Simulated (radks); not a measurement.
Values are calculated unless marked as measured or tabulated.
Question: Ta5+, configuration [Xe] 4f14 (the NIST ground configuration). Code: a radial shooting solver on a logarithmic mesh with Libxc functionals. Model: Dirac Kohn-Sham, PBE, spin-unpolarised, spherical densities, point nucleus.

Spin-orbit splittings of the eigenvalues, e(l+1/2) - e(l-1/2), with zeta = 2 splitting/(2l+1) and mean radii in bohr:

| shell | occ. | splitting (eV) | zeta (eV) | <r> j=l-1/2 | <r> j=l+1/2 |
|---|---|---|---|---|---|
| 2p | 6 | 1270 | 846.9 | 0.06487 | 0.07271 |
| 3p | 6 | 273.5 | 182.3 | 0.1942 | 0.2088 |
| 3d | 10 | 59.57 | 23.83 | 0.1829 | 0.1874 |
| 4p | 6 | 62.95 | 41.96 | 0.4645 | 0.4976 |
| 4d | 10 | 11.56 | 4.624 | 0.5165 | 0.5280 |
| 4f | 14 | ? | ? | 0.6266 | 0.6364 |
| 5p | 6 | 9.428 | 6.285 | 1.184 | 1.272 |

Estimate the 4f splitting.

Answer: 1.998 eV (zeta = 0.5708 eV).
